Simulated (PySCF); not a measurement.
C2H7InO, SMILES [CH3][In]([CH3])[OH].

Geometry: PBE0-D3(BJ)/def2-SVP. The structure was generated by enumeration; whether it is a known compound was not checked. The def2 effective core potentials stand for the cores of In; spin–orbit coupling is left out. Other conformers were not sampled.

Two levels are set side by side: PBE/def2-TZVP (PySCF) and HF/def2-TZVP (PySCF). Same geometry, gas phase. Differences are taken from unrounded values.

```
quantity                         HF
---------------------------  ------
orbital gap (eV)              11.59
highest occupied level (eV)  -10.13
lowest empty level (eV)        1.46
dipole moment (D)              2.70
mean polarisability (bohr³)    59.6
```

**Question.** What does PBE give, and how far is it from HF? (An estimate is asked for; the answer gives what the named calculation found.)

**Answer.** 
| quantity | PBE | PBE minus HF |
|---|---|---|
| orbital gap (eV) | 4.78 | -6.81 |
| highest occupied level (eV) | -6.20 | 3.93 |
| lowest empty level (eV) | -1.43 | -2.89 |
| dipole moment (D) | 2.21 | -0.49 |
| mean polarisability (bohr³) | 68.7 | 9.0 |

PBE's occupied levels lie high since its potential decays too fast outside the molecule; exact exchange lowers them and widens the gap. Loosely held outer electrons make PBE densities more polarisable. Differences between two approximate levels are no errors against the true value.

Rough cost on one machine, each run with all the roots and properties that it gave: HF against PBE about 1/3.
